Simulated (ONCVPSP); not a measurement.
## Before and after: ONCV potential for H

- Element: H (Z = 1)
- Generator: ONCVPSP 4.0.1
- Type: optimised norm-conserving Vanderbilt (ONCV)
- Functional: PBE
- Relativity: scalar-relativistic
- Frozen core: none
- Valence charge: 1
- Reference configuration: 1s1
- Partial waves: 1s: rc 1.40 bohr, ncon 4, nbas 8, qcut 10.5 1/bohr, 1 projector; p scattering state at 0.02 Ha: rc 1.55 bohr, ncon 3, nbas 8, qcut 5.6 1/bohr, 2 projectors, debl 1.9 Ha
- Local potential: polynomial inside 1.30 bohr (lpopt 2, dvloc0 4 Ha)
- Core correction: none

Change: s: qcut 14.

Cutoffs: the cutoffs (Ha) at which the residual kinetic energy of the hardest occupied pseudo-wave falls to 1 and 0.1 mHa per electron; they do not see the model core or the augmentation charge, which bear on the density cutoff. Errors are all-electron minus pseudo energies relative to the spin-unpolarised reference configuration.

Q: How do hardness, ghosts and transferability respond?

A: The potential gets harder (17 Ha and 26 Ha → 24 Ha and 38 Ha); neither file shows a bound ghost. The waves are optimised to have the least kinetic energy above qcut, so the cutoff follows it (qcut²/2 in Ha).

```csv
quantity,base,changed
"cutoff, loose",17 Ha,24 Ha
"cutoff, tight",26 Ha,38 Ha
bound ghosts,none,none
GHOST(+) flags under 300 eV,none,none
"error for 1s0.5, meV [ΔE 4.76 eV]",-1.0,-2.0
s: phases at 1.42 bohr within 0.05 rad from the reference energy up to (Ha; the scan ends near 5),1.4,1.4
p: phases at 1.57 bohr within 0.05 rad from the reference energy up to (Ha; the scan ends near 5),to the end of the scan,to the end of the scan
```
